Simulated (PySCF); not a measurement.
Compound: C5H6F2.
Structure used (PBE0-D3(BJ)/def2-SVP), in Å, numbered top down from 1:
```xyz
13
C5H6F2 angstrom
C     -2.3194    0.0783    0.0007
C     -1.1654   -0.5078   -0.3097
C      0.0166    0.2224   -0.8678
F      0.4848   -0.4292   -1.9830
C      1.1312    0.3196    0.1385
C      2.3408   -0.2127    0.0294
F      0.7595    1.0302    1.2049
H     -3.1483   -0.4830    0.4386
H     -2.4761    1.1489   -0.1648
H     -1.0059   -1.5780   -0.1355
H     -0.2794    1.2485   -1.1550
H      3.0812   -0.0805    0.8195
H      2.5918   -0.7793   -0.8660
```

Method used: PBE0-D3(BJ)/def2-SVP geometry optimisation, gas phase (PySCF).

Masses are those of the commonest isotopes; rigid-rotor values at the optimised geometry. The values belong to one conformer with, in the numbering `[CH2:1]=[CH:2][C@H:3]([F:4])[C:5](=[CH2:6])[F:7]`, C1–C2–C3–F4 -130°, C2–C3–C5–C6 117°.

Question: What are A, B and C (MHz)?

Answer: Ia = 140.04, Ib = 224.80, Ic = 333.01 u·Å²; 505379 MHz·u·Å²/I gives A = 3609, B = 2248, C = 1518 MHz.

Question: Classify the top.

Answer: An asymmetric top: κ = (2 × 2248 − 3609 − 1518)/(3609 − 1518) = -0.30.

Question: Is it planar, by Δ = Ic − Ia − Ib?

Answer: Not planar: Δ = Ic − Ia − Ib = -31.84 u·Å². For a rigid frame Δ = −2 Σ m c², so Σ m c² = 15.92 u·Å² lies off the ab plane: 6.82 from hydrogen and 9.10 from heavier atoms. The atom farthest from that plane is 1.55 Å away.

Question: Give the other two planar moments, Paa and Pbb, and the rms extents of the mass along the axes.

Answer: Paa = Σ m a² = (Ib + Ic − Ia)/2 = 208.88 and Pbb = Σ m b² = (Ia + Ic − Ib)/2 = 124.13 u·Å². With the mass M = 104.04 u, the rms extents √(P/M) along a, b and c are 1.42, 1.09, 0.39 Å.

Question: Where do the levels up to J = 3 lie, in cm⁻¹?

Answer: Above 0(0,0):
J = 1: 1(0,1) 0.1256, 1(1,1) 0.1710, 1(1,0) 0.1954
J = 2: 2(0,2) 0.3693, 2(1,2) 0.3979, 2(1,1) 0.4709, 2(2,1) 0.6071, 2(2,0) 0.6146
J = 3: 3(0,3) 0.7199, 3(1,3) 0.7340, 3(1,2) 0.8787, 3(2,2) 0.9839, 3(2,1) 1.0177, 3(3,1) 1.2759, 3(3,0) 1.2774
Those of J = 1 are B + C, A + C and A + B.

Question: Which types of transition are allowed, and where do some lines up to J = 5 fall?

Answer: The dipole components are |μa| = 0.64 D, |μb| = 0.42 D, |μc| = 0.06 D. Intensities carry the squares of the components, which stand as 1.00 : 0.42 : 0.01 (a : b : c). Some of the stronger lines:

```
type  branch         J(Ka,Kc)    MHz  lower level (cm⁻¹)
   a       Q  4(2,2) ← 4(2,3)   2561               1.480
   b       Q  2(2,0) ← 2(1,1)   4306               0.471
   a       Q  3(1,2) ← 3(1,3)   4337               0.734
   b       Q  4(2,2) ← 4(1,3)   4677               1.410
   a       Q  4(1,3) ← 4(1,4)   7004               1.176
   b       Q  3(3,0) ← 3(2,1)   7788               1.018
   a       R  2(1,1) ← 1(1,0)   8262               0.195
   b       R  4(2,2) ← 3(3,1)   8692               1.276
   b       R  3(1,3) ← 2(0,2)  10932               0.369
   a       R  3(2,1) ← 2(2,0)  12084               0.615
   a       R  3(1,2) ← 2(1,1)  12223               0.471
   b       R  4(0,4) ← 3(1,3)  13084               0.734
   a       R  4(0,4) ← 3(0,3)  13505               0.720
   b       R  5(2,3) ← 4(3,2)  13913               1.790
   b       Q  5(5,0) ← 5(4,1)  15014               2.830
   b       R  5(0,5) ← 4(1,4)  16302               1.176
   b       R  5(1,4) ← 4(2,3)  17141               1.480
   b       R  4(2,3) ← 3(1,2)  18040               0.879
   a       R  5(2,4) ← 4(2,3)  18334               1.480
   a       R  5(4,1) ← 4(4,0)  19382               2.183
   b       R  5(3,3) ← 4(2,2)  25962               1.566
   b       R  4(4,1) ← 3(3,0)  27153               1.277
   b       R  4(4,0) ← 3(3,1)  27206               1.276
   b       R  5(5,0) ← 4(4,1)  34403               2.183
```

Question: Estimate the classical rotational partition function at 10 K, 200 K and 500 K.

Answer: Point group C1, symmetry number σ = 1; q = (√π/σ)·√((kT/h)³/(ABC)), k/h = 20836.6 MHz/K: 1520 at 10 K, 136000 at 200 K, 537000 at 500 K.

Not checked by PBE0-D3(BJ)/def2-SVP frequencies. No vibrational averaging or centrifugal distortion is included, and the geometry carries the error of its method.
